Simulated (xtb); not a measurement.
The xtb input:
```
$ xtb mol.xyz --gfn 2 --uhf 1 --opt vtight --json

# file mol.xyz
4

F      1.45188987     0.02360667    -0.08792659
Si     0.04186749     0.03006273     0.46187741
F     -0.71798158     1.24540609    -0.15440435
F     -0.74261050    -1.24735035    -0.23451764
```

Problem. What does this run give for the dipole moment, total energy at the end of the optimisation?

Solution. 
The dipole moment is 1.76 D and the total energy at the end of the optimisation is -16.0291 Eh.
